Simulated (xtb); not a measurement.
triplet methylene (CH2), triplet, from a rough starting geometry; GFN2-xTB in xtb.

Here is a job for xtb.
```
$ xtb mol.xyz --gfn 2 --uhf 2 --opt vtight --json

# file mol.xyz
3

C     -0.00938733     0.00578034     0.29385145
H     -0.01516222     0.95727531    -0.17236341
H     -0.03879247    -0.96013735    -0.16005392
```

It wrote (shortened):

```
   ID    Z sym.   atoms
    1    6 C      1
    2    1 H      2, 3

           -------------------------------------------------
          |                Calculation Setup                |
           -------------------------------------------------

           -------------------------------------------------
          |                 G F N 2 - x T B                 |
           -------------------------------------------------

          ...................................................
          :                      SETUP                      :
          :.................................................:
          :  # basis functions                   6          :
          :  # atomic orbitals                   6          :
          :  # shells                            4          :
          :  # electrons                         6          :
          :  max. iterations                   250          :
          :  Hamiltonian                  GFN2-xTB          :
          :  restarted?                      false          :
          :  GBSA solvation                  false          :
          :  PC potential                    false          :
          :  electronic temp.          300.0000000     K    :
          :  accuracy                    1.0000000          :
          :  -> integral cutoff          0.2500000E+02      :
          :  -> integral neglect         0.1000000E-07      :
          :  -> SCF convergence          0.1000000E-05 Eh   :
          :  -> wf. convergence          0.1000000E-03 e    :
          :  Broyden damping             0.4000000          :
          :  net charge                          0          :
          :  unpaired electrons                  2          :
          ...................................................

 iter      E             dE          RMSdq      gap      omega  full diag
   1     -2.9732706 -0.297327E+01  0.592E+00   12.91       0.0  T
   2     -2.9780090 -0.473841E-02  0.366E+00   13.08       1.0  T
   3     -2.9786318 -0.622797E-03  0.656E-01   13.12       1.0  T
   4     -2.9788654 -0.233608E-03  0.161E-01   12.91       1.0  T
   5     -2.9788597  0.566924E-05  0.103E-01   12.96       1.0  T
   6     -2.9788720 -0.122206E-04  0.210E-03   12.92      27.5  T
   7     -2.9788720  0.384139E-08  0.242E-03   12.92      23.9  T
   8     -2.9788720 -0.390496E-08  0.458E-05   12.92    1259.4  T
   9     -2.9788720 -0.738964E-12  0.119E-05   12.92    4862.3  T

   *** convergence criteria satisfied after 9 iterations ***

 transition dipole moment (au) for excitation:           3           4
     X       Y       Z
  -0.1971   0.0025   0.0075  total (au/Debye):    0.197   0.501
 dE (eV)             :    0.718
 oscillator strength :  0.96732E-03

         :::::::::::::::::::::::::::::::::::::::::::::::::::::
         ::                     SUMMARY                     ::
         :::::::::::::::::::::::::::::::::::::::::::::::::::::
         :: total energy              -2.937901532170 Eh    ::
         :: gradient norm              0.009965435167 Eh/a0 ::
         :: HOMO-LUMO gap             12.924005901079 eV    ::
         ::.................................................::
         :: SCC energy                -2.978871969054 Eh    ::
         :: -> isotropic ES            0.000476122258 Eh    ::
         :: -> anisotropic ES          0.000483273127 Eh    ::
         :: -> anisotropic XC          0.005585282809 Eh    ::
         :: -> dispersion             -0.000262846972 Eh    ::
         :: repulsion energy           0.040970436884 Eh    ::
         :: add. restraining           0.000000000000 Eh    ::
         :: total charge              -0.000000000000 e     ::
         :::::::::::::::::::::::::::::::::::::::::::::::::::::

      -----------------------------------------------------------
     |                   =====================                   |
     |                        A N C O P T                        |
     |                   =====================                   |
     |               Approximate Normal Coordinate               |
     |                Rational Function Optimizer                |
      -----------------------------------------------------------
      -----------------------------------------------------------
     |                   =====================                   |
     |                        A N C O P T                        |
     |                   =====================                   |
     |               Approximate Normal Coordinate               |
     |                Rational Function Optimizer                |
      -----------------------------------------------------------

          ...................................................
          :                      SETUP                      :
          :.................................................:
          :   optimization level         verytight          :
          :   max. optcycles                   200          :
          :   ANC micro-cycles                  20          :
          :   degrees of freedom                 3          :
          :.................................................:
          :   RF solver                   davidson          :
          :   write xtbopt.log                true          :
          :   linear?                        false          :
          :   energy convergence         0.1000000E-06 Eh   :
          :   grad. convergence          0.2000000E-03 Eh/α :
          :   maxmium RF displ.          1.0000000          :
          :   Hlow (freq-cutoff)         0.1000000E-01      :
          :   Hmax (freq-cutoff)         5.0000000          :
          :   S6 in model hess.         20.0000000          :
          ...................................................

generating ANC from exact Hessian ...
Using Lindh-Hessian (1995)
 Shifting diagonal of input Hessian by    0.0000000000000000
 Lowest  eigenvalues of input Hessian
[...]
 * total energy  :    -2.9379015 Eh     change       -0.6217249E-13 Eh
 * total energy  :    -2.9381636 Eh     change       -0.2620192E-03 Eh
 * total energy  :    -2.9382910 Eh     change       -0.1274773E-03 Eh
 * total energy  :    -2.9383023 Eh     change       -0.1128113E-04 Eh
 * total energy  :    -2.9383033 Eh     change       -0.1027035E-05 Eh
 * total energy  :    -2.9383036 Eh     change       -0.2622019E-06 Eh
 * total energy  :    -2.9383036 Eh     change       -0.1119167E-09 Eh
   *** GEOMETRY OPTIMIZATION CONVERGED AFTER 7 ITERATIONS ***
[...]

           -------------------------------------------------
          |                Final Singlepoint                |
           -------------------------------------------------

          ...................................................
          :                      SETUP                      :
          :.................................................:
          :  # basis functions                   6          :
          :  # atomic orbitals                   6          :
          :  # shells                            4          :
          :  # electrons                         6          :
          :  max. iterations                   250          :
          :  Hamiltonian                  GFN2-xTB          :
          :  restarted?                      false          :
          :  GBSA solvation                  false          :
          :  PC potential                    false          :
          :  electronic temp.          300.0000000     K    :
          :  accuracy                    1.0000000          :
          :  -> integral cutoff          0.2500000E+02      :
          :  -> integral neglect         0.1000000E-07      :
          :  -> SCF convergence          0.1000000E-05 Eh   :
          :  -> wf. convergence          0.1000000E-03 e    :
          :  Broyden damping             0.4000000          :
          :  net charge                          0          :
          :  unpaired electrons                  2          :
          ...................................................

 iter      E             dE          RMSdq      gap      omega  full diag
   1     -2.9797489 -0.297975E+01  0.205E-06   12.34       0.0  T
   2     -2.9797489  0.177636E-14  0.122E-06   12.34   47337.1  T
   3     -2.9797489 -0.133227E-14  0.105E-07   12.34  100000.0  T

   *** convergence criteria satisfied after 3 iterations ***

 transition dipole moment (au) for excitation:           3           4
     X       Y       Z
  -0.1766   0.0022   0.0067  total (au/Debye):    0.177   0.449
 dE (eV)             :    0.589
 oscillator strength :  0.63726E-03

         :::::::::::::::::::::::::::::::::::::::::::::::::::::
         ::                     SUMMARY                     ::
         :::::::::::::::::::::::::::::::::::::::::::::::::::::
         :: total energy              -2.938303599173 Eh    ::
         :: gradient norm              0.000002869053 Eh/a0 ::
         :: HOMO-LUMO gap             12.338237126601 eV    ::
         ::.................................................::
         :: SCC energy                -2.979748879453 Eh    ::
         :: -> isotropic ES            0.000691302831 Eh    ::
         :: -> anisotropic ES          0.000234135706 Eh    ::
         :: -> anisotropic XC          0.005908618364 Eh    ::
         :: -> dispersion             -0.000261090310 Eh    ::
         :: repulsion energy           0.041445280280 Eh    ::
         :: add. restraining           0.000000000000 Eh    ::
         :: total charge               0.000000000000 e     ::
         :::::::::::::::::::::::::::::::::::::::::::::::::::::

           -------------------------------------------------
          |                Property Printout                |
           -------------------------------------------------

    * Orbital Energies and Occupations

         #    Occupation            Energy/Eh            Energy/eV
      -------------------------------------------------------------
         1        2.0000           -0.5670433             -15.4300
         2        2.0000           -0.4859103             -13.2223
         3        1.0000           -0.3552577              -9.6671
         4        1.0000           -0.3336235              -9.0784 (HOMO)
         5                          0.1197983               3.2599 (LUMO)
         6                          0.3728649              10.1462
      -------------------------------------------------------------
                  HL-Gap            0.4534219 Eh           12.3382 eV
             Fermi-level           -0.2637483 Eh           -7.1770 eV

     #   Z          covCN         q      C6AA      α(0)
     1   6 C        1.854    -0.157    35.636     9.643
     2   1 H        0.927     0.079     1.992     2.207
     3   1 H        0.927     0.079     1.992     2.207

 Mol. C6AA /au·bohr⁶  :         77.285709
 Mol. C8AA /au·bohr⁸  :       1756.758369
 Mol. α(0) /au        :         14.057056

Wiberg/Mayer (AO) data.
largest (>0.10) Wiberg bond orders for each atom

 ---------------------------------------------------------------------------
     #   Z sym  total        # sym  WBO       # sym  WBO       # sym  WBO
 ---------------------------------------------------------------------------
     1   6 C    1.970 --     2 H    0.985     3 H    0.985
     2   1 H    0.993 --     1 C    0.985
     3   1 H    0.993 --     1 C    0.985
 ---------------------------------------------------------------------------

Topologies differ in total number of bonds
Writing topology from bond orders to xtbtopo.mol

molecular dipole:
                 x           y           z       tot (Debye)
 q only:       -0.005      -0.001      -0.121
   full:       -0.010      -0.002      -0.262       0.666
molecular quadrupole (traceless):
                xx          xy          yy          xz          yz          zz
 q only:       -0.258       0.010       0.553       0.006      -0.006      -0.296
  q+dip:       -0.942       0.033       1.718       0.021      -0.018      -0.777
   full:       -0.556       0.020       1.029       0.018      -0.011      -0.473

optimized geometry written to: xtbopt.xyz

           -------------------------------------------------
          | TOTAL ENERGY               -2.938303599173 Eh   |
          | GRADIENT NORM               0.000002869053 Eh/α |
          | HOMO-LUMO GAP              12.338237126601 eV   |
           -------------------------------------------------

normal termination of xtb
```
